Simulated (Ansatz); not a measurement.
Ideal-gas functions of ClFHO₂V, SMILES `[O]=[V]([OH])([F])[Cl]` at 400 K and 1 bar, from an Ansatz frequency run at PBE0-D4/def2-TZVP.

Molar mass 138.4 g/mol, point group C1 (symmetry number 1), electronic degeneracy 1, moments of inertia 130.476, 221.158, 241.121 u Å². Harmonic wavenumbers (cm⁻¹, unscaled): 167, 197, 235, 273, 305, 429, 502, 672, 772, 834, 1158, 3868.

Use S(trans) = R[1.5 ln M + 2.5 ln T − 1.1517]; rotational temperatures θ = 24.2544 K / I; S(rot) = R[ln(√π/σ · √(T³/θAθBθC)) + 1.5]; for each mode x = 1.438777 ν̃/T, S = R[x/(eˣ − 1) − ln(1 − e⁻ˣ)] and H = RT x/(eˣ − 1); 1 cm⁻¹ = 0.0119627 kJ/mol; R = 8.31446 J/(mol·K).

**Question.** By hand: the entropy, in J/(mol·K).

**Answer.** Translation 176.5. Rotation: θ = 0.1859, 0.1097, 0.1006 K, giving 117.7. Vibration, mode by mode: 12.68, 11.35, 9.96, 8.79, 7.95, 5.49, 4.45, 2.74, 2.07, 1.73, 0.68, 0.00, in all 67.9. Electronic 0.0. Sum 362.1 J/(mol·K).

**Question.** By hand: H − E and G − E in kJ/mol, counted from the electronic energy.

**Answer.** Zero-point energy ½ × 9412 × 0.0119627 = 56.3; thermal vibration 15.3; translation, rotation and pV give 4 RT = 13.3. H − E = 84.9 kJ/mol, and G − E = 84.9 − 400 × 362.1/1000 = -59.9 kJ/mol.

Vibration gives 19 % of the entropy. The sum counts one conformer and one mirror image; others add a mixing term.
